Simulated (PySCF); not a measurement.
Compound: C7H11PS.
Atom-mapped SMILES: `[CH3:1][c:2]1[s:3][cH:4][p:5][c:6]1[CH:7]([CH3:8])[CH3:9]`

Structure used (PBE0-D3(BJ)/def2-SVP), in Å, numbered top down from 1:
```xyz
20
C7H11PS angstrom
C      1.4625    1.4948    0.9488
C      1.3632    0.1123    0.3773
S      2.8316   -0.7377    0.0847
C      2.1224   -2.1589   -0.5221
P      0.4174   -2.2113   -0.6086
C      0.2104   -0.5661    0.0544
C     -1.1612    0.0252    0.3036
C     -1.6853   -0.4046    1.6756
C     -2.1574   -0.3220   -0.7994
H      2.5064    1.7766    1.1454
H      1.0406    2.2414    0.2570
H      0.9112    1.5735    1.8986
H      2.7960   -2.9613   -0.8306
H     -1.0509    1.1235    0.3160
H     -1.7991   -1.4997    1.7180
H     -2.6672    0.0491    1.8843
H     -0.9936   -0.1131    2.4804
H     -1.7888   -0.0066   -1.7870
H     -3.1251    0.1709   -0.6186
H     -2.3403   -1.4081   -0.8421
```

Probes without a nucleus sit at each ring's centroid and 1 Å off its mean plane on both sides; NICS is minus the shielding there, NICSzz its component along the normal. Level: GIAO PBE0/pcSseg-1 (PySCF, non-relativistic, gas phase) on the PBE0-D3(BJ)/def2-SVP geometry, one conformer.

Ring bond lengths (Å), with Mayer bond orders in brackets: C2–S3 1.722 (1.18), S3–C4 1.700 (1.17), C4–P5 1.708 (1.45), P5–C6 1.786 (1.15), C6–C2 1.376 (1.57).

**Question.** Give the NICS values of each ring in ppm.

**Answer.** 
```
          ring                                                     type  NICS(0)  NICS(1), two faces  NICS(1)zz, two faces  rms pucker (Å)  centre to ring atoms, mean (Å)
C2–S3–C4–P5–C6  5-membered ring with P and S; formal bonds all aromatic    -11.1       -11.1 / -11.1         -24.5 / -24.2            0.00                            1.40
```

**Question.** What can be read from them?

**Answer.** 
- C2–S3–C4–P5–C6: mean NICS(1)zz -24.4 ppm, shielded.

**Question.** What does the geometric index give? HOMA takes Krygowski's 1993 parameters.

**Answer.** 
- C2–S3–C4–P5–C6: HOMA 0.76; the largest term is that of P5–C6, α(R − Ropt)² = 0.92.

**Question.** List the ring angles and the Hirshfeld charges of the ring atoms.

**Answer.** 
- C2–S3–C4–P5–C6: C2 115.5° (-0.023 e), S3 96.8° (+0.111 e), C4 117.4° (-0.151 e), P5 93.9° (+0.057 e), C6 116.4° (-0.069 e); sum 540.0° against 540° for a flat convex ring.

**Question.** How do the values depend on the level or the medium?

**Answer.** 
| level | NICS(0), C2–S3–C4–P5–C6 | mean NICS(1)zz, C2–S3–C4–P5–C6 |
| --- | --- | --- |
| PBE0/pcSseg-1, gas | -11.1 | -24.4 |
| WP04/pcSseg-1, gas | -10.7 | -22.7 |
| PBE0/pcSseg-1, IEF-PCM benzene | -11.0 | -24.4 |
| PBE0/pcSseg-1, IEF-PCM chloroform | -10.9 | -24.4 |

The geometry is the same throughout; the continuum's cavity takes Bondi-type radii × 1.2.

Time: 78 s wall. Hardware: one thread, Arm Neoverse N1, shared host. This is the whole shielding run at PBE0/pcSseg-1, SCF included.
